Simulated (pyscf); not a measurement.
•H₂C–CH₂–CH₂–NH₂ (SMILES [CH2]CCN), doublet

Gas-phase minimum from PySCF at ωB97X-D3(BJ)/def2-SVP, one conformer. Other isomers of •H₂C–CH₂–CH₂–NH₂ were not searched in full and may lie lower. 

```
C
H 1 1.1055
H 1 1.1056 2 106.73
C 1 1.4906 2 110.27 3 119.77
H 4 1.0944 1 120.86 2 36.19
H 4 1.0945 5 117.48 1 -169.60
C 1 1.5501 2 107.77 3 -115.47
H 7 1.1034 1 108.98 2 -64.84
H 7 1.1035 8 105.93 1 117.12
N 7 1.4539 8 108.62 9 116.53
H 10 1.0194 7 110.32 8 64.04
H 10 1.0194 11 106.20 7 -119.56
```
Charge 0, spin multiplicity 2.

Properties at ωB97X-D3(BJ)/def2-SVP:

```
Item                                                                                                                                                                                                                                                                                           Value
---------------------------------------------------------------------------------------------------------------------  -----------------------------------------------------------------------------------------------------------------------------------------------------------------------------
Harmonic wavenumbers, unscaled                                                                                         72, 142, 266, 304, 427, 535, 747, 846, 846, 1018, 1026, 1098, 1138, 1222, 1283, 1313, 1385, 1386, 1450, 1479, 1485, 1652, 3043, 3071, 3097, 3129, 3166, 3279, 3541, 3621 cm⁻¹
Zero-point energy                                                                                                                                                                                                                                                                      67.3 kcal/mol
Rotational symmetry number                                                                                                                                                                                                                                                                         1
Entropy of this conformer at 298 K and 1 atm, rigid rotor and harmonic oscillator, modes under 100 cm⁻¹ raised to 100                                                                                                                                                                316.0 J/(mol K)
Dipole moment                                                                                                                                                                                                                                                                                 1.09 D
Spin expectation value S2                                                                                                                                                                                                                                                                      0.754
```

Single-point totals, which compare only within one level:

```
level                   total energy (hartree)
----------------------  ----------------------
ωB97X-D3(BJ)/def2-TZVP              -173.96797
PBE/def2-TZVP                       -173.64206
r²SCAN/def2-TZVP                    -173.77469
B3LYP-D3(BJ)/def2-TZVP              -173.90158
PBE0-D3(BJ)/def2-TZVP               -173.67483
M06-2X/def2-TZVP                    -173.78914
ωB97M-D3(BJ)/def2-TZVP              -173.92170
```

Soft torsions are taken as harmonic, which can shift the entropy by several J/(mol K).
